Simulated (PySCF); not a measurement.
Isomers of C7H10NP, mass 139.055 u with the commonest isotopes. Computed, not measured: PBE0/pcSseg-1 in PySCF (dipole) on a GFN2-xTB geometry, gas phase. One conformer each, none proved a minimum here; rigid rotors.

Task: Order these by radius of gyration √(Σ m r²/M), largest first.
A. `[CH3:1][CH:2]([CH3:3])[c:4]1[n:5][cH:6][cH:7][cH:8][p:9]1` with C1–C2–C4–N5 -61°
B. `[CH3:1][n:2]1[cH:3][cH:4][p:5][c:6]1[CH:7]1[CH2:8][CH2:9]1` with P5–C6–C7–C8 -39°
C. `[CH3:1][P:2]([CH3:3])[c:4]1[cH:5][cH:6][cH:7][cH:8][n:9]1` with C1–P2–C4–C5 -69°
D. `[CH3:1][CH:2]([CH3:3])[c:4]1[cH:5][n:6][cH:7][p:8][cH:9]1` with C1–C2–C4–C5 -67°
E. `[CH3:1][CH2:2][PH:3][c:4]1[cH:5][cH:6][n:7][cH:8][cH:9]1` with C1–C2–P3–C4 -168°, C2–P3–C4–C5 -70°

Result: E (2.385 Å), D (2.219 Å), C (2.163 Å), A (2.117 Å), B (2.076 Å).

Task: Order these by rotational constant C, largest first.
A. `[CH3:1][n:2]1[cH:3][cH:4][p:5][c:6]1[CH:7]1[CH2:8][CH2:9]1` with P5–C6–C7–C8 -39°
B. `[CH3:1][CH:2]([CH3:3])[c:4]1[cH:5][n:6][cH:7][p:8][cH:9]1` with C1–C2–C4–C5 -67°
C. `CN(C)C1=CC=CP=C1`
D. `[CH3:1][CH2:2][PH:3][c:4]1[cH:5][cH:6][n:7][cH:8][cH:9]1` with C1–C2–P3–C4 -168°, C2–P3–C4–C5 -70°

Result: A (874.8 MHz), B (800.4 MHz), C (743.5 MHz), D (674.3 MHz).

Task: Order these by dipole moment, smallest first.
A. `[CH3:1][n:2]1[cH:3][cH:4][p:5][c:6]1[CH:7]1[CH2:8][CH2:9]1` with P5–C6–C7–C8 -39°
B. `[CH3:1][CH:2]([CH3:3])[c:4]1[n:5][cH:6][cH:7][cH:8][p:9]1` with C1–C2–C4–N5 -61°
C. `[CH3:1][CH:2]([CH3:3])[c:4]1[cH:5][n:6][cH:7][p:8][cH:9]1` with C1–C2–C4–C5 -67°
D. `[CH3:1][CH:2]([CH3:3])[c:4]1[cH:5][cH:6][p:7][cH:8][n:9]1` with C1–C2–C4–C5 119°
E. `CN(C)c1cccpc1`
F. `[CH3:1][P:2]([CH3:3])[c:4]1[cH:5][cH:6][cH:7][cH:8][n:9]1` with C1–P2–C4–C5 -69°

Result: B (1.25 D), D (1.82 D), F (2.06 D), C (2.52 D), E (3.74 D), A (3.99 D).

```json
{"SMILES": "CC(C)c1cncpc1", "point group": "near Cs", "Ia (u·Å²)": "177.94", "Ib (u·Å²)": "560.22", "Ic (u·Å²)": "631.38", "κ": "-0.90", "μa (D)": "2.25", "μb (D)": "1.13", "μc (D)": "0.08"}
{"SMILES": "Cn1ccpc1C1CC1", "point group": "near Cs", "Ia (u·Å²)": "229.97", "Ib (u·Å²)": "390.36", "Ic (u·Å²)": "577.73", "κ": "-0.37", "μa (D)": "0.17", "μb (D)": "3.99", "μc (D)": "0.02"}
{"SMILES": "CN(C)c1cccpc1", "point group": "C1", "Ia (u·Å²)": "178.89", "Ib (u·Å²)": "509.33", "Ic (u·Å²)": "679.73", "κ": "-0.76", "μa (D)": "3.62", "μb (D)": "0.94", "μc (D)": "0.03"}
{"SMILES": "CP(C)c1ccccn1", "point group": "C1", "Ia (u·Å²)": "173.93", "Ib (u·Å²)": "507.55", "Ic (u·Å²)": "619.79", "κ": "-0.83", "μa (D)": "1.37", "μb (D)": "1.06", "μc (D)": "1.12"}
{"SMILES": "CC(C)c1ccpcn1", "point group": "Cs", "Ia (u·Å²)": "157.39", "Ib (u·Å²)": "585.89", "Ic (u·Å²)": "635.52", "κ": "-0.94", "μa (D)": "0.80", "μb (D)": "1.64", "μc (D)": "0.00"}
{"SMILES": "CC(C)c1ncccp1", "point group": "Cs", "Ia (u·Å²)": "200.23", "Ib (u·Å²)": "476.56", "Ic (u·Å²)": "569.26", "κ": "-0.79", "μa (D)": "1.19", "μb (D)": "0.39", "μc (D)": "0.00"}
{"SMILES": "C=Cc1cpcn1CC", "point group": "C1", "Ia (u·Å²)": "294.96", "Ib (u·Å²)": "378.00", "Ic (u·Å²)": "627.32", "κ": "0.17", "μa (D)": "3.33", "μb (D)": "1.75", "μc (D)": "0.44"}
{"SMILES": "CCPc1ccncc1", "point group": "C1", "Ia (u·Å²)": "138.11", "Ib (u·Å²)": "694.19", "Ic (u·Å²)": "749.51", "κ": "-0.96", "μa (D)": "2.33", "μb (D)": "0.08", "μc (D)": "0.80"}
```
